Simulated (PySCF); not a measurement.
FH7Si3. Atoms are numbered in the order given.

```xyz
11

Si    -0.4300     0.5157     0.0000
F      0.4211     1.9163     0.0000
Si     0.1017    -0.6960    -1.9376
Si     0.1017    -0.6960     1.9376
H     -1.8845     0.8666     0.0000
H     -0.2080     0.0877    -3.1716
H     -0.7102    -1.9532    -1.9357
H      1.5520    -1.0571    -1.9318
H     -0.2080     0.0877     3.1716
H     -0.7102    -1.9532     1.9357
H      1.5520    -1.0571     1.9318
```

Coordinates come from a PBE0-D3(BJ)/def2-SVP optimisation. This is a generated structure with no PubChem entry under its InChIKey; it may be hypothetical.

All values below come from PBE/def2-TZVP (PySCF).

Isolated molecule, no solvent.

```yaml
total_energy: -972.08570 hartree
point_group: Cs
highest_occupied_level: -6.83 eV
lowest_empty_level: -1.89 eV
orbital_gap: 4.94 eV
dipole_moment: 1.17 D
quadrupole, principal values (traceless, Buckingham form, about the centre of nuclear charge): -3.64, 1.81, 1.83 D·Å
mean_static_polarisability: 90.7 bohr³ (13.44 Å³)
polarisability_principal_values: 74.8, 83.8, 113.6 bohr³
```
